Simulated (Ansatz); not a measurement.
`Br[Si]Br` + NH₃ → `N[Si]Br` + HBr at 700 K and 1 bar (ligand exchange at the Si–Br bond).

Program: Ansatz. Geometries: PBE0-D4/def2-TZVP. ΔE: electronic, gas phase. CCSD(T)/CBS is the MP2 limit (def2-TZVPP, def2-QZVPP) plus CCSD(T) − MP2 in def2-TZVPP, frozen cores. This one scheme is used for every species. For Br outer-core shells are correlated without core-valence functions, which leaves a few kJ/mol of doubt a bond. Scalar relativity is left out up to krypton. Each species was taken in one conformer, which may not be the lowest.

| species | CCSD(T)/CBS energy (Eh) | H − E (kJ/mol) | S (J/(mol·K)) |
| --- | --- | --- | --- |
| `Br[Si]Br` | -5435.76988 | 41.4 | 353.0 |
| NH₃ | -56.50880 | 116.9 | 226.5 |
| `N[Si]Br` | -2918.35423 | 115.9 | 356.2 |
| HBr | -2573.91920 | 36.5 | 223.7 |

H − E and S are ideal-gas, rigid-rotor, harmonic terms from PBE0-D4/def2-TZVP, for one conformer and one mirror image of each species. 1 Eh = 2625.50 kJ/mol, R = 8.31446 J/(mol·K).

Q: By hand: ΔE, ΔH, ΔS and ΔG.

A: ΔE = (-2918.35423) + (-2573.91920) − (-5435.76988) − (-56.50880) = 0.00525 Eh = 13.8 kJ/mol. Δ(H − E) = 115.9 + 36.5 − 41.4 − 116.9 = -5.9, so ΔH = 7.9 kJ/mol. ΔS = 356.2 + 223.7 − 353.0 − 226.5 = 0.4 J/(mol·K). ΔG = 7.9 − 700 × (0.4)/1000 = 7.6 kJ/mol.

Q: By hand: the equilibrium constant, and the temperature at which ΔG would vanish if ΔH and ΔS stayed fixed.

A: log₁₀ K = −ΔG/(RT ln 10) = -0.6. ΔG = 0 at ΔH/ΔS = 19750 K, far beyond where these terms or the molecules hold.

The number of gas molecules stays the same, so ΔS is small and ΔH decides. A doubt of 5 kJ/mol in ΔE shifts log₁₀ K by 0.4 here. Other conformers and mirror images would add mixing entropy, several J/(mol·K) or more a flexible species. These are equilibria of isolated gas molecules and say nothing of rates. Largest T1 diagnostic: 0.011 (customary marks: 0.02 for closed shells, 0.045 for open ones).
